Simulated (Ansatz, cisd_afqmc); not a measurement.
System: BP2H5, charge 0, singlet. BP2H5 (SMILES PBP).
B3LYP-D3(BJ)/def2-TZVP minimum from Ansatz (a first-principles code):
```xyz
8

B     -0.0531    -0.3655    -0.6279
H     -0.3105    -0.9835    -1.6124
P     -0.4451     1.4751    -0.6453
H      0.0850     1.8447    -1.8997
H      0.5672     2.0201     0.1744
P      0.2808    -1.3524     0.9395
H      1.2282    -0.5548     1.6175
H      1.1593    -2.3402     0.4459
```
Charge 0, spin multiplicity 1.

Total energies in cc-pV(D+d)Z, 18 correlated electrons, 11 frozen orbitals. UHF or UKS for unpaired electrons; spin-orbit terms are left out. Correlated methods leave the cores frozen. No relativity. The Monte Carlo rows (phaseless AFQMC, CISD trial, step 0.005/hartree) carry one-sigma bars that omit the constraint's bias. Outlying blocks are dropped, and bars are widened where a walk drifts. Over all cases where full CI ran beside it in this data, AFQMC minus full CI had a median of +0.1 mEh and passed +0.4 mEh in a tenth of the cases.

```
method         program         energy (Eh)  minus CCSDT(Q) (mEh)
----------  ----------  ------------------  --------------------
HF              Ansatz          -709.06726                406.46
MP2             Ansatz          -709.40087                 72.85
CCSD            Ansatz          -709.45831                 15.41
CCSD(T)         Ansatz          -709.47133                  2.39
CCSDT(Q)        Ansatz          -709.47372                  0.00
AFQMC/CISD  cisd_afqmc  -709.4737 ± 0.0004             0.0 ± 0.4
```

Rough core times of Ansatz's runs on a shared machine: CCSD(T) under 20 s, CCSDT(Q) 5 min.
